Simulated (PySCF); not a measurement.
GeMeBr3 (`[CH3][Ge]([Br])([Br])[Br]`). Computed with PBE0-D3(BJ)/def2-SVP geometry optimisation, gas phase (PySCF).

```
atom  x, y, z in Å
Ge1    0.0481   -0.0067   -0.7983
C2    -0.0388   -0.0156    1.1320
H3    -1.0875    0.0576    1.4510
H4     0.5291    0.8435    1.5154
H5     0.4021   -0.9514    1.5024
Br6    2.2345   -0.0160   -1.5027
Br7   -0.9661    1.8526   -1.6846
Br8   -0.9832   -1.8497   -1.6988
```

(1) Which two atoms are farthest apart?

(2) Work out the bond lengths Ge1–Br7, Ge1–Br8, C2–H4, C2–H5 in Å.

(3) What is the repulsion energy of the bare nuclei, Σ ZA·ZB/RAB?

(4) How far apart are these pairs, which share no bond: Ge1···H3, Ge1···H4, C2···Br8, H3···H5, H5···Br8?

(5) What are the angles C2–Ge1–Br8, C2–Ge1–Br7, H3–C2–H4, H3–C2–H5, Ge1–C2–H3, H4–C2–H5?

(6) Where is the centre of mass (commonest isotopes), and what is the radius of gyration?

(7) Write the matrix of distances between heavy atoms (Å, lower triangle).

## Answers

(1) H5···Br7 and H4···Br8, 4.460 Å down to 4.458 Å.

(2) For Ge1–Br7 the difference vector is (-1.0142, 1.8593, -0.8863) Å, of length 2.2959 Å. Ge1–Br7 2.296; Ge1–Br8 2.296; C2–H4 1.099; C2–H5 1.099 Å.

(3) 1519.67 Eh over 28 pairs, with full nuclear charges and distances in bohr; the largest single term is 258.15 Eh (Ge1 with Br7, or a pair equal to it).

(4) Ge1···H3 2.521 Å (2 bonds apart); Ge1···H4 2.511 Å (2 bonds apart); C2···Br8 3.503 Å (2 bonds apart); H3···H5 1.800 Å (2 bonds apart); H5···Br8 3.602 Å (3 bonds apart).

(5) From the scalar product of the two bond vectors; for C2–Ge1–Br8 it is -1.6322 Å² over 1.9323 × 2.2959 Å², cos θ = -0.3679. C2–Ge1–Br8 111.6°; C2–Ge1–Br7 111.7°; H3–C2–H4 109.9°; H3–C2–H5 110.0°; Ge1–C2–H3 109.4°; H4–C2–H5 109.9°.

(6) Mass 325.700 u; centre at (0.078, -0.005, -1.310) Å; Rg = √(Σ m r²/M) = 1.941 Å. As Ia + Ib + Ic = 2 Σ m r², the three principal moments sum to 2453.8 u·Å².

(7) 
```
Ge1   0.000
C2    1.932  0.000
Br6   2.297  3.480  0.000
Br7   2.296  3.505  3.711  0.000
Br8   2.296  3.503  3.709  3.702  0.000
```

Not checked by PBE0-D3(BJ)/def2-SVP frequencies.
